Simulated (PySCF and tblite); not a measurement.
Values are calculated unless marked as measured or tabulated.
C4H5FSi, numbered as in [F:1][SiH:2]1[CH:3]=[CH:4][CH:5]=[CH:6]1.

Search: ETKDG and KDG, MMFF94s, GFN2-xTB, 45 starts; geometries at GFN2-xTB. Weights use B3LYP-D3(BJ)/pcSseg-1 (IEF-PCM, tetrahydrofuran) energies plus GFN2-xTB zero-point and thermal terms (modes under about 100 cm⁻¹ blended into free rotors). Symmetry numbers and mirror images are counted. Conformers within 2.5 kcal/mol (GFN2-xTB free energy) were kept, 6 at most. GIAO shieldings: B3LYP/pcSseg-1 (IEF-PCM, tetrahydrofuran). Shifts are against TMS (¹H), TMS (¹³C), TMS (²⁹Si) at the same level. Run with PySCF (density fitting) and tblite.

(1) List the conformer-averaged shifts at 298.15 K.

Unscaled ²⁹Si shifts at such levels can be off by tens of ppm; differences between conformers or isomers are more reliable. Shifts are unscaled: against experiment ¹³C can be off by 15 ppm or more and ¹H by 0.8 ppm.

Results:

(1) ¹H: 7.25 (H4/H5, 2H), 5.81 (H3/H6, 2H), 5.38 (H2, 1H) ppm. ¹³C: 159.6 (C4/C5), 131.8 (C3/C6) ppm. ²⁹Si: 2.3 (Si2) ppm.
